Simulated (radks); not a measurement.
Spherical quantum dot in the effective-mass picture: electrons in a parabolic well V = omega^2 r^2 / 2 with omega = 1.06, all in effective atomic units (hartree* = m*/eps^2 hartree, bohr* = eps/m* bohr), one dielectric constant everywhere. Method: non-relativistic Kohn-Sham, LDA (Slater exchange, Perdew-Wang correlation), spin-polarised, spherical densities; computed with a radial shooting solver with Libxc functionals. Levels are named by radial order and angular momentum (1s, 1p, 1d, 2s, ...), and open shells are averaged over m. Results are scaled to m* = 0.092 and eps = 16.5, for which hartree* = 9.195 meV and bohr* = 9.491 nm.

N = 13, configuration 1s2 1p6 1d(up 5, down 0). This is the lowest configuration that the search found. Occupied and some empty levels:

level,occupation,eigenvalue (meV),<r> (nm)
1s up,1,72.990,14.16
1s down,1,73.682,13.87
1p up,3,78.317,17.74
1p down,3,79.222,17.64
1d up,5,84.326,20.33
1d down,0,85.293,20.36
2s up,0,85.612,17.85
2s down,0,86.239,18.02
1f up,0,90.903,22.44
1f down,0,91.850,22.53
2p up,0,92.722,20.30
2p down,0,93.349,20.39

Energy (meV): total 692.882, kinetic 112.38, external 269.66, Hartree 364.78, exchange-correlation -53.939.
